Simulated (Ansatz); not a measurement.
Cartesian coordinates in Å:
```
N -0.592 1.960 0.125
Si -0.478 0.589 1.149
O 0.495 0.726 2.485
Si 0.295 -1.095 -0.296
N 0.455 -0.385 -1.855
O -0.761 -2.361 -0.144
H -1.003 2.828 0.429
H 0.091 2.100 -0.603
H -1.813 0.362 1.751
H 1.441 0.753 2.335
H 1.674 -1.586 0.007
H 1.045 -0.796 -2.561
H -0.327 0.099 -2.268
H -0.521 -3.194 -0.553
```

Charge 0, multiplicity 1.

(1) List the ωB97M-V/def2-TZVPP orbital energies in eV (the Gaussian-basis code of Ansatz). (Best estimate.)

Answers

(1) Ansatz gave: Occupied: -1807.05, -1806.94, -525.83, -525.71, -394.08, -393.93, -148.01, -147.90, -102.14, -102.13, -102.11, -102.03, -102.02, -102.01, -30.56, -30.44, -26.48, -26.22, -18.53, -17.70, -16.51, -16.23, -15.76, -15.46, -13.58, -13.21, -12.96, -12.52, -11.63, -11.29, -10.23, -9.97, -9.49. Lowest empty: 1.60, 1.99, 2.70, 3.14, 3.57, 3.67, 3.95, 4.04.
